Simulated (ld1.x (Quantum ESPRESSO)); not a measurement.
**Configuration tests for N (PAW)**

N, PAW, made with ld1.x (Quantum ESPRESSO) 7.5 (PBE, scalar-relativistic). Core [He], reference 2s1 2p4. Waves: 2s (bound): rcut 0.60, rcutus 0.85 bohr; 2s channel at 0.4 Ry: rcut 0.60, rcutus 0.85 bohr; 2p (bound): rcut 1.45, rcutus 1.70 bohr; 2p channel at -0.15 Ry: rcut 1.45, rcutus 1.70 bohr. Local part: all-electron potential smoothed inside 0.75 bohr (lloc = -1). Core correction: a·sin(br)/r model core, default radius (ld1.x builds one for every PAW set, though the input has nlcc=.false.). Augmentation charge: PSQ, inside the norm-conserving radii.

Energies are relative to the spin-unpolarised reference configuration 2s1 2p4; without spin polarisation the order of configurations can differ from experiment. Not all tests gave a result: test run stopped at test 6 of 7 (negative rho).

(1) Give the all-electron excitation energy and the error of the potential for: 2s2 2p3; 2s2 2p2; 2s2 2p1; 2s0 2p5; 2s1 2p0.

## Answers

(1)

```tsv
valence configuration	charge	ΔE all-electron (eV)	error AE − PS (meV)
2s2 2p3	0	-11.508	-8.2
2s2 2p2	+1	2.084	+2095
2s2 2p1	+2	30.938	+2646
2s0 2p5	0	11.533	+1.7
2s1 2p0	+4	155.839	+1949
```
